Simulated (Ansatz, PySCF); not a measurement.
Energy difference 4 R1 + R2 → P1 + P2 + P3 + 2 P4, each structure at its B3LYP-D3(BJ)/def2-TZVP stationary point, reached from a drawn start (curvature not checked).
P1, CH4 (SMILES C) (charge 0, multiplicity 1):
```xyz
5

C      0.00000     0.00000     0.00000
H      0.62892     0.62892     0.62892
H     -0.62892    -0.62892     0.62892
H      0.62892    -0.62892    -0.62892
H     -0.62892     0.62892    -0.62892
```
R1, H2 (SMILES [H][H]) (charge 0, multiplicity 1, Z-matrix in Å and degrees):
```
H
H 1 0.7440
```
P2: H2O (SMILES O), charge 0, multiplicity 1.
P3: HF (SMILES F), charge 0, multiplicity 1.
P4, SiH4 (SMILES [SiH4]) (charge 0, multiplicity 1):
```xyz
5

Si     0.0000     0.0000     0.0000
H      0.8547     0.8547     0.8547
H     -0.8547    -0.8547     0.8547
H     -0.8547     0.8547    -0.8547
H      0.8547    -0.8547    -0.8547
```
R2, CH7FOSi2 (SMILES C[SiH](F)O[SiH3]) (charge 0, multiplicity 1, Z-matrix in Å and degrees):
```
O
Si 1 1.6256
F 2 1.6058 1 108.38
Si 1 1.6415 2 148.47 3 58.31
H 2 1.4764 3 106.27 1 117.69
H 4 1.4783 1 108.13 2 154.55
H 4 1.4791 6 109.67 1 -119.73
H 4 1.4815 6 109.63 7 -120.18
C 2 1.8479 5 113.55 3 -119.82
H 9 1.0918 2 110.87 5 58.17
H 9 1.0918 10 108.30 2 -121.63
H 9 1.0920 10 108.20 11 -117.01
```

P less R. No zero-point or thermal terms. One arrangement of each flexible species, with no search for the lowest.

Frozen-core correlation throughout.

Programs: Ansatz (Gaussian basis) for Hartree–Fock, density functionals and correlated methods; PySCF for the D3/D4 terms. Each number belongs to the level named beside it.

```
level                     reaction energy (kcal/mol)
------------------------  --------------------------
SVWN5/def2-TZVPP                               59.31
BLYP/def2-TZVPP                                58.48
BLYP-D3(BJ)/def2-TZVPP                         63.87
revPBE-D3(BJ)/def2-TZVPP                       58.53
revPBE-D4/def2-TZVPP                           60.91
r2SCAN-D3(BJ)/def2-TZVPP                       67.32
B2PLYP/def2-TZVPP                              62.96
B2PLYP-D3(BJ)/def2-TZVPP                       65.38
B2PLYP-D4/def2-TZVPP                             [?]
```

Task: What belongs in the gaps?

Result: 
- B2PLYP-D4/def2-TZVPP, reaction energy (kcal/mol): 65.25

Ansatz is a program for electronic structure.
